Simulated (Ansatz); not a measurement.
Z-matrix (Å, degrees):
```
B
F 1 1.318
O 1 1.345 2 119.5
F 1 1.325 2 118.1 3 179.4
P 3 1.671 1 125.6 2 -172.6
H 5 1.420 3 95.1 1 178.3
H 5 1.425 3 98.5 1 -89.0
```

Charge 0, multiplicity 1.

(1) List the ωB97M-V/def2-TZVPP orbital energies in eV (Ansatz 0.2.0). (Best estimate.)

Answers

(1) Ansatz gave: Occupied: -2106.78, -678.21, -678.06, -527.23, -191.23, -184.15, -132.84, -132.75, -132.66, -37.53, -36.74, -32.24, -21.66, -18.99, -18.04, -17.37, -16.96, -15.35, -15.11, -15.04, -14.39, -14.15, -12.35, -10.04. Lowest empty: 1.14, 2.37, 2.55, 2.91, 3.11, 4.26, 5.07, 5.47.
